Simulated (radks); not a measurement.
Q: All-electron calculation, Dirac Kohn-Sham, PBEsol, spin-unpolarised, spherical densities, point nucleus; open shells fill j = l - 1/2 first. Program: a radial shooting solver on a logarithmic mesh with Libxc functionals. Each species is in its NIST ground configuration. Rank Lu3+, Re3+, Hg3+, W3+, Pt3+, Au3+, Ta3+, Ir3+, Os3+, Hf3+ by Delta-SCF ionisation energy (eV), largest first.

A: Hg3+ 48.816, Au3+ 46.806, Lu3+ 45.940, Pt3+ 44.778, Ir3+ 42.729, Os3+ 40.654, Re3+ 39.787, W3+ 37.624, Ta3+ 35.434, Hf3+ 33.220.
